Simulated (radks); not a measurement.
Values are calculated unless marked as measured or tabulated.
Task: Radial electron density D(r) = 4 pi r^2 rho(r) of an atom or ion with 25 electrons. Level of theory: non-relativistic Kohn-Sham, PW91, spin-polarised, spherical densities, point nucleus (a radial shooting solver on a logarithmic mesh with Libxc functionals).

r (bohr)  D(r) (e/bohr)  spin D(r)
0.005521          4.642   0.000189
0.007132          7.056   0.000431
0.009213          10.44    0.00102
0.012             15.07    0.00254
0.0155            20.55    0.00617
0.02002           26.45     0.0148
0.02586           31.67     0.0344
0.03367           34.75     0.0785
0.04349           34.32      0.164
0.05618           31.04      0.318
0.07258           27.82      0.555
0.09375           28.54      0.844
0.1221            34.30       1.08
0.1577            39.52       1.12
0.2037            37.17       1.07
0.2631            27.21       1.55
0.3426            18.60       3.37
0.4426            18.40       6.04
0.5717            20.47       7.56
0.7385            16.94       6.38
0.954             9.598       3.60
1.242             4.293       1.29
1.605             2.304      0.296
2.073             1.235     0.0161
2.677            0.4050    -0.0156
3.486           0.06022   -0.00447
4.504          0.003336  -0.000379

What is the nuclear charge?

Result: Z = 29. The innermost maximum, from 1s, lies near 1/Z = 0.0345 bohr (found: 0.0371), and its height grows with Z. The density is that of the copper ion Cu4+ in [Ne] 3s2 3p4 3d7 4s2; the configuration itself is not fixed sharply by these data, and Z only to about a unit. D(r) has 3 maxima, at r = 0.0371, 0.168, 0.572 bohr, and minima at 0.0799, 0.389 bohr, inside which lie 2.11, 11.03 electrons.
